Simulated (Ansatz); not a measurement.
Gas-phase reaction R1 + R2 → P1 + P2, each structure at its B3LYP-D3(BJ)/def2-TZVP stationary point, reached from a drawn start (curvature not checked).
R1: F atom, charge 0, multiplicity 2.
P1: H atom, charge 0, multiplicity 2.
R2, H2 (SMILES [H][H]) (charge 0, multiplicity 1, Z-matrix in Å and degrees):
```
H
H 1 0.7440
```
P2: HF (SMILES F), charge 0, multiplicity 1.

P less R. No zero-point or thermal terms; singlets are restricted closed shells; open shells are unrestricted; no spin–orbit coupling.

Frozen-core correlation throughout. CBS(a, b) extrapolates the correlation energy as X⁻³ and adds the Hartree–Fock energy of set b.

Codes used: Ansatz (a first-principles code). Each number belongs to the level named beside it.

The comparison value is -135.8 kJ/mol (CCSD(T)/CBS(aug-cc-pVTZ, aug-cc-pVQZ)). It is a level with limits of its own, not the exact answer.

Question: Order these levels by how close they come to the comparison value for the reaction energy, closest first: B3LYP/def2-TZVPPD, SVWN5/def2-TZVPPD, BHLYP/def2-TZVPPD, PBE/def2-TZVPPD, MP2/aug-cc-pVDZ. Give each level's value less the comparison value.

Answer: B3LYP/def2-TZVPPD (14.4 kJ/mol), PBE/def2-TZVPPD (-20.8 kJ/mol), MP2/aug-cc-pVDZ (-30.4 kJ/mol), BHLYP/def2-TZVPPD (39.5 kJ/mol), SVWN5/def2-TZVPPD (-69.6 kJ/mol)
